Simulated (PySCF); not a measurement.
# Telling isomers of C₃H₆O₃Si apart by NMR

Single conformer, in vacuum, averaged over atoms made equivalent by symmetry, fast rotation or ring inversion, non-relativistic Hamiltonian. Structure optimised with GFN2-xTB; NMR shieldings at PBE0/pcSseg-1/GIAO; PySCF 2.14.0 with density-fitted response routines.

Chemical shifts δ = σref − σ; TMS for 1H, 13C, all at this level. Where no couplings were computed, multiplicities follow the n + 1 count of equivalent neighbours, and m marks all less simple cases (inequivalent or close neighbours, rings, F or P nearby). Acid and N–H amide carbonyl carbons lie up to 10 ppm further downfield in solution (hydrogen bonding). Shifts are as computed. Against solution values, carbons near 30 ppm lie about +3 ppm off and those near 130 ppm about +5 ppm. Of 1211 compounds with measured shifts, 218 miss one by over three times the rms of a fit or turn the order of signals round; such compounds aren't used in these exercises. OH and NH positions are gas-phase values without hydrogen bonding to other molecules.

(1) Tabulate the signals of `CC(=O)O[SiH2]C=O`, `CC(=O)[SiH2]C(=O)O` and their relative energies.

(2) What is the quickest way to tell CC(=O)O[SiH2]C=O from CC(=O)[SiH2]C(=O)O?

Results:

(1) 
```tsv
SMILES	carbon types	δC	δH	E rel. (kcal/mol)
CC(=O)O[SiH2]C=O	1×C 1×CH 1×CH3	247.9, 177.2, 23.6	12.39 (t, 1H), 4.66 (d, 2H), 2.34 (s, 3H)	0.0
CC(=O)[SiH2]C(=O)O	2×C 1×CH3	237.3, 185.2, 40.8	6.98 (br s, 1H), 4.47 (s, 2H), 2.85 (s, 3H)	16.4
```

Energies are electronic energies at PBE0/pcSseg-1 on these geometries, without zero-point or thermal terms, each for the one conformer computed, which needn't be the lowest.

(2) Both give the same number of carbon signals, but DEPT or the intensities differ. The first has a carbonyl carbon (CH) at 247.9 ppm, the second a carbonyl carbon (C) at 237.3 ppm. In the proton spectra the most deshielded non-exchanging signals are 12.39 (t, 1H) and 4.47 (s, 2H).
